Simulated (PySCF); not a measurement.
CH5GaN (SMILES [CH3][Ga+][NH2]), charge +1, singlet, geometry from GFN2-xTB (such geometries of metal compounds can be far from the true shape). Base run: PBE/3-21G (PySCF).

The PySCF input:
```python
from pyscf import gto, scf, dft

mol = gto.Mole()
mol.atom = '''
    Ga   -0.020782   -0.041393    0.018720
    C    -0.329657    1.590347   -1.183725
    H    -1.183712    2.142603   -0.780540
    H    -0.533255    1.223758   -2.194273
    H     0.585327    2.190416   -1.152936
    N     0.456383   -1.421577    1.124747
    H     0.548975   -2.362451    0.735364
    H     0.010157   -1.502186    2.041189
'''
mol.basis = '3-21g'
mol.charge = 1
mol.spin = 0
mol.verbose = 4
mol.build()

mf = dft.RKS(mol)
mf.xc = 'pbe'
mf.kernel()
mf.analyze()
```

The base run was repeated with changes; each row names its change, and settings that it needs were set with it.

```csv
change,basis functions,E (Eh),HOMO (eV),HOMO-LUMO gap (eV)
base,50,-2010.07969,-11.54,3.99
basis = cc-pVTZ-DK; relativity = spin-free X2C,173,-2039.18384,-11.95,4.03
basis = x2c-SVPall; relativity = none,85,-2012.70308,-11.93,4.14
basis = x2c-SVPall; relativity = spin-free X2C; nucleus = Gaussian (with mol.nucmod = 'G'),85,-2038.71401,-11.89,4.00
basis = x2c-TZVPall; relativity = none,140,-2012.19459,-11.98,4.13
basis = x2c-SVPall; relativity = spin-free X2C,85,-2038.72263,-11.89,4.00
basis = cc-pVTZ-DK; relativity = none,173,-2009.24604,-11.96,4.13
basis = x2c-TZVPall; relativity = spin-free X2C,140,-2039.17496,-11.97,4.04
basis = x2c-TZVPall; relativity = spin-free X2C; nucleus = Gaussian (with mol.nucmod = 'G'),140,-2039.16561,-11.97,4.04
basis = cc-pVTZ-DK; relativity = spin-free X2C; nucleus = Gaussian (with mol.nucmod = 'G'),173,-2039.17302,-11.95,4.03
```

Total energies compare only within one method and basis.

Basis sets contracted for a relativistic Hamiltonian are a mismatch without it, so the rows without relativity aren't non-relativistic limits. No row has spin-orbit coupling; sets with core potentials leave out the core electrons.
